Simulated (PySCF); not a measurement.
Job file and geometry (Å, from GFN2-xTB) of an NMR shielding run on `Cl[SiH2]P[SiH2]C(Cl)Cl`, CH6Cl3PSi2, PySCF 2.14.0, density-fitted response routines, GIAO PBE0/pcSseg-1 NMR shielding, non-relativistic, gas phase; density fitting, a coarse starting grid and PySCF grid level 2 are the driver's defaults:

```
$ OMP_NUM_THREADS=1 python probes_run.py task.json out

{"job": {"kind": "nmr", "xc": "PBE0", "basis": "pcSseg-1"}, "charge": 0, "multiplicity": 1}
Cl     2.005171     2.168209     0.084159
Si     1.968705     0.300846     0.839589
P      1.003184    -1.197570    -0.537680
Si    -0.861762    -0.208704    -1.221904
C     -1.934791    -0.126079     0.381570
Cl    -1.522657    -1.506364     1.413917
Cl    -1.598488     1.385769     1.248943
H      1.257111     0.309263     2.110646
H      3.349656    -0.150078     1.003303
H      1.739059    -0.849788    -1.658059
H     -0.850648     1.153107    -1.758032
H     -1.550256    -1.118321    -2.140099
H     -3.008672    -0.159804     0.215918
```

**Question.** What does the program print?

**Answer.** 
```
coarse grid: 14552 points
cycle   1  E = -2341.6516192428  dE =  5.928e-01  |g| = 3.856e-01  |ddm| = 3.435e+00
cycle   2  E = -2341.6224114796  dE =  2.921e-02  |g| = 5.338e-01  |ddm| = 9.731e-01
cycle   3  E = -2341.6918122582  dE = -6.940e-02  |g| = 7.034e-02  |ddm| = 5.423e-01
cycle   4  E = -2341.6928609444  dE = -1.049e-03  |g| = 3.022e-02  |ddm| = 9.685e-02
cycle   5  E = -2341.6930792339  dE = -2.183e-04  |g| = 3.702e-03  |ddm| = 3.133e-02
cycle   6  E = -2341.6930823128  dE = -3.079e-06  |g| = 1.796e-03  |ddm| = 7.489e-03
final grid: 114456 points
cycle   7  E = -2341.7299389724  dE = -2.994e-05  |g| = 5.844e-03  |ddm| = 2.287e-02
cycle   8  E = -2341.7299337186  dE =  5.254e-06  |g| = 6.668e-03  |ddm| = 1.138e-02
cycle   9  E = -2341.7299446953  dE = -1.098e-05  |g| = 1.488e-03  |ddm| = 7.540e-03
cycle  10  E = -2341.7299451800  dE = -4.847e-07  |g| = 2.607e-04  |ddm| = 1.483e-03
cycle  11  E = -2341.7299451986  dE = -1.855e-08  |g| = 4.270e-05  |ddm| = 3.793e-04
cycle  12  E = -2341.7299451991  dE = -4.798e-10  |g| = 1.089e-05  |ddm| = 6.700e-05
converged SCF energy = -2341.7299451991

GIAO shielding tensors (ppm)
atom      isotropic    diamagn.    paramagn.     s11        s22        s33       span
  0 Cl     970.420    1148.111    -177.691    914.889    951.956   1044.415    129.526
  1 Si     362.906     876.905    -513.998    294.131    371.081    423.507    129.377
  2 P      607.412     967.666    -360.253    557.096    593.032    672.109    115.012
  3 Si     370.452     878.473    -508.021    314.474    377.427    419.455    104.981
  4 C      115.845     251.925    -136.080     75.661    130.205    141.668     66.007
  5 Cl     714.310    1147.038    -432.728    458.202    725.740    958.988    500.786
  6 Cl     701.756    1147.142    -445.386    391.392    731.192    982.684    591.291
  7 H       25.945      27.714      -1.769     22.578     25.115     30.143      7.565
  8 H       26.050      26.986      -0.936     21.058     24.708     32.385     11.327
  9 H       30.892      29.931       0.961     25.361     27.042     40.274     14.914
 10 H       26.805      28.332      -1.527     24.177     24.380     31.858      7.682
 11 H       26.861      28.530      -1.669     23.013     24.255     33.315     10.302
 12 H       25.958      29.146      -3.188     20.613     25.281     31.980     11.366
```

Size and cost of the density-fitted run: 191 basis functions, 59 s wall time on 1 thread of an Arm Neoverse N1, shared host; peak memory 0.87 GiB.
